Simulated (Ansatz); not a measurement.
BF₄HSi, SMILES `FB[Si](F)(F)F`, relaxed with RKS PBE-D4/def2-SVP in Ansatz from a rough embedded geometry. The force threshold is 0.03 eV/Å; the program also tests the step.

Total charge 0; spin multiplicity 1.

Start:

```xyz
7

F     0.638    1.920    1.067
B     0.524    0.471    0.910
Si   -0.383   -0.344   -0.630
F    -1.917    0.110   -0.628
F    -0.311   -2.035   -0.447
F     0.435    0.100   -2.042
H     1.015   -0.223    1.770
```

Question: How much energy does the relaxation release, and in how many steps? (An estimate is asked.)

Answer: Ansatz gave: 13.78 kcal/mol, in 18 steps, 3 of them rejected.

Question: Which bonds change most? (Best estimate.)

Answer: Computed: F1–B2 from 1.463 to 1.325 Å; Si3–F5 from 1.702 to 1.624 Å; Si3–F6 from 1.690 to 1.622 Å; B2–Si3 from 1.964 to 2.028 Å.

Question: Give the relaxed structure. (Best estimate.)

Answer: Ansatz gave: 
```xyz
7

F     1.370    1.532    0.804
B     0.542    0.513    0.975
Si   -0.358   -0.341   -0.631
F    -1.973   -0.241   -0.494
F     0.021   -1.918   -0.719
F     0.051    0.335   -2.048
H     0.346    0.119    2.111
```
